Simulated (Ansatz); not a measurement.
## One elementary step

Start structure (Zn₂SiN₂H₈O₃, closed shell), relaxed at PBE0-D4/def2-TZVP:

```json
{"atom": "Si1", "x (Å)": "-1.3919", "y (Å)": "0.6298", "z (Å)": "-0.9745"}
{"atom": "N2", "x (Å)": "-1.2647", "y (Å)": "0.1006", "z (Å)": "-2.6595"}
{"atom": "N3", "x (Å)": "-1.3674", "y (Å)": "1.1486", "z (Å)": "1.0586"}
{"atom": "H4", "x (Å)": "0.4326", "y (Å)": "-0.6510", "z (Å)": "-1.2117"}
{"atom": "O5", "x (Å)": "0.0466", "y (Å)": "-0.1889", "z (Å)": "-0.4605"}
{"atom": "Zn6", "x (Å)": "0.2274", "y (Å)": "0.2087", "z (Å)": "1.5740"}
{"atom": "O7", "x (Å)": "1.5369", "y (Å)": "-0.4046", "z (Å)": "2.6138"}
{"atom": "Zn8", "x (Å)": "2.8923", "y (Å)": "-1.4183", "z (Å)": "2.1727"}
{"atom": "O9", "x (Å)": "4.2170", "y (Å)": "-2.5336", "z (Å)": "1.7950"}
{"atom": "H10", "x (Å)": "-2.6723", "y (Å)": "-0.0628", "z (Å)": "-0.6435"}
{"atom": "H11", "x (Å)": "-1.2402", "y (Å)": "2.0956", "z (Å)": "-1.2137"}
{"atom": "H12", "x (Å)": "-1.9176", "y (Å)": "-0.5770", "z (Å)": "-3.0199"}
{"atom": "H13", "x (Å)": "-1.0276", "y (Å)": "0.7690", "z (Å)": "-3.3753"}
{"atom": "H14", "x (Å)": "-2.2072", "y (Å)": "0.8399", "z (Å)": "1.5359"}
{"atom": "H15", "x (Å)": "-1.3218", "y (Å)": "2.1530", "z (Å)": "1.1911"}
{"atom": "H16", "x (Å)": "5.0578", "y (Å)": "-2.1089", "z (Å)": "1.6174"}
```

The step: Zn₂SiN₂H₈O₃ ([NH2][SiH2]1[NH2][Zn]([O][Zn][OH])[OH]1) → Zn₂SiN₂H₈O₃ ([NH3][SiH2]1[NH2][Zn]([O][Zn][OH])[O]1); bonds formed: N2–H4; bonds broken: H4–O5; bonds weakened to dative contacts: Si1–N2. Ansatz 0.2.0; basis: def2-TZVPP and def2-QZVPP; cores frozen in the correlated methods. The 3s and 3p shells of Cu and Zn are frozen; filled d shells are correlated. Extrapolation: Hartree–Fock as exp(−7.88 √X), correlation as X^−2.97. Energies below are by CCSD(T) at an estimated basis limit (MP2 extrapolated from triple and quadruple zeta, plus CCSD(T) − MP2 in triple zeta).

(1) What are the electronic barrier and the energy of the step, from the start structure to the end structure? (To be estimated.)

T1 diagnostic: at most 0.017.

## Answers

(1) By the calculation: Barrier 12.87 kcal/mol; step energy -7.79 kcal/mol (downhill); reverse barrier, their difference, 20.66 kcal/mol. Barrier and step energy count from the start structure, the reverse barrier from the end structure.

The saddle point: One imaginary mode of 1220i cm⁻¹.
```json
{"pair": "N2–H4", "start (Å)": "2.35", "saddle (Å)": "1.36", "end (Å)": "1.01"}
{"pair": "Si1–N2", "start (Å)": "1.77", "saddle (Å)": "1.93", "end (Å)": "2.19"}
{"pair": "H4–O5", "start (Å)": "0.96", "saddle (Å)": "1.17", "end (Å)": "2.66"}
```

Zero-point energy (harmonic, PBE0-D4): ZPE is 64.66 kcal/mol at the start and 62.83 kcal/mol at the saddle, so the barrier goes from 12.87 to 11.04 kcal/mol.

The step is the kind of ligand exchange by which a precursor binds to a hydroxyl group, or is hydrolysed, in atomic layer deposition of oxides. Here a small cluster stands in for the surface site.

Labels in which every atom is bracketed show which atoms are joined, not bond orders.

For scale, one of the runs: CCSD(T)/def2-TZVPP, 437 basis functions, launched by `ansatz run in.yaml --threads 5 --pin off --events-out ev --progress --plain --max-ram 66560MiB --backend cuda --devices 0, --max-vram 37GiB`. Hardware: 5 CPU threads of an AMD EPYC 7R13 and a share of one NVIDIA H100, shared host. Wall time 41 s; peak host memory 1.1 GiB.
